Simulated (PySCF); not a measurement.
How well do the runs reproduce experiment for SF6?

**The experiment to reproduce.**

NIST CCCBDB Release 22 (SRD 101), experimental polarizabilities lists, for the gas: mean polarisability 4.49 Å³.

From Zheng, Zhang, Jin, Southworth, Cheng, Phys. Chem. Chem. Phys. 2022, 24, 13587, for the gas: S 1s binding energy of S2 2490.1 eV.

How close the calculation comes is told at the end.

SF₆.
Numbering: `[F:1][S:2]([F:3])([F:4])([F:5])([F:6])[F:7]`

Geometry (PBE0-D3(BJ)/def2-SVP, Å), atoms numbered from 1 in this order:
```xyz
7
SF6 angstrom
F      0.748    0.890   -0.956
S      0.001    0.002    0.117
F     -1.054   -0.431   -0.978
F     -0.909    1.236    0.504
F      0.910   -1.232   -0.270
F     -0.748   -0.886    1.189
F      1.054    0.435    1.213
```

The PySCF runs (gas phase, on this PBE0-D3(BJ)/def2-SVP geometry; non-relativistic but for the core-level run):

| level | job | basis functions | wall time |
| --- | --- | --- | --- |
| CAM-B3LYP/def2-SVPD | 10 singlets by full TDDFT, 4 Tamm–Dancoff triplets, polarisability, ΔSCF ions | 165 | 63 s |
| B3LYP/def2-SVPD | 10 singlets by full TDDFT, 4 Tamm–Dancoff triplets, polarisability, ΔSCF ions | 165 | 54 s |
| HF/def2-SVPD | 10 singlets by TDHF, 4 Tamm–Dancoff triplets, polarisability, ΔSCF ions | 165 | 15 s |
| PBE/def2-SVPD | 10 singlets by full TDDFT, 4 Tamm–Dancoff triplets, polarisability, ΔSCF ions | 165 | 51 s |
| BHandHLYP/def2-SVPD | 10 singlets by full TDDFT, 4 Tamm–Dancoff triplets, polarisability, ΔSCF ions | 165 | 39 s |
| LC-wPBE/def2-SVPD | 10 singlets by full TDDFT, 4 Tamm–Dancoff triplets, polarisability, ΔSCF ions | 165 | 55 s |
| PBE0/6-31G* | 10 singlets by full TDDFT, 4 Tamm–Dancoff triplets, polarisability | 102 | 9.2 s |
| PBE0/def2-SVP | 10 singlets by full TDDFT, 4 Tamm–Dancoff triplets, polarisability | 102 | 8.9 s |
| wB97X-D/def2-SVPD | 10 singlets by full TDDFT, 4 Tamm–Dancoff triplets, polarisability, ΔSCF ions | 165 | 57 s |
| PBE0/6-31+G* | 10 singlets by full TDDFT, 4 Tamm–Dancoff triplets, polarisability | 130 | 15 s |
| PBE0/aug-cc-pVDZ | 10 singlets by full TDDFT, 4 Tamm–Dancoff triplets, polarisability | 165 | 23 s |
| PBE0/def2-TZVPD | 10 singlets by full TDDFT, 4 Tamm–Dancoff triplets, polarisability | 286 | 52 s |
| delta-SCF UKS SCAN, pcX-2 on the ionised atom, pcseg-1 elsewhere, spin-free X2C | ΔSCF core ionisation, 7 holes | 144 | 48 s |

Hardware: one thread of an Arm Neoverse V1, shared host.

All basis functions are spherical.

Results beside the measurements:

**Mean polarisability.** Measured: 4.49 Å³ (NIST CCCBDB Release 22 (SRD 101), experimental polarizabilities).

```csv
level,computed (Å³),computed − measured (Å³),% (from the printed values)
CAM-B3LYP/def2-SVPD,4.53,+0.04,+1
B3LYP/def2-SVPD,4.57,+0.08,+2
HF/def2-SVPD,4.01,-0.48,-11
PBE/def2-SVPD,4.79,+0.30,+7
BHandHLYP/def2-SVPD,4.31,-0.18,-4
LC-wPBE/def2-SVPD,4.52,+0.03,+1
PBE0/6-31G*,3.42,-1.07,-24
PBE0/def2-SVP,3.08,-1.41,-31
wB97X-D/def2-SVPD,4.51,+0.02,0
PBE0/6-31+G*,4.15,-0.34,-8
PBE0/aug-cc-pVDZ,4.48,-0.01,0
PBE0/def2-TZVPD,4.58,+0.09,+2
```

12 of the 14 levels run are shown, the closest and the furthest among them. Closest is PBE0/aug-cc-pVDZ (-0.01 Å³), furthest PBE0/def2-SVP (-1.41 Å³); one molecule doesn't rank methods. The computed values are static and purely electronic, with core orbitals frozen in the response (1 au = 0.148185 Å³). The table of measured values doesn't say here whether a value is static or optical, or holds a vibrational part.

**Core binding energies.** PySCF 2.14.0, delta-SCF UKS SCAN, pcX-2 on the ionised atom, pcseg-1 elsewhere, spin-free X2C.

| level and atom | computed (eV) | measured (eV) | computed − measured (eV) |
| --- | --- | --- | --- |
| S 1s, S2 | 2489.60 | 2490.1 | -0.50 |

Sources, in the order of the opening: Zheng, Zhang, Jin, Southworth, Cheng, Phys. Chem. Chem. Phys. 2022, 24, 13587. The computed values are vertical, without vibrational structure; measured positions hang on the energy calibration. 

The geometry is computed, not the measured one. Where a level misses, the cause wasn't examined.
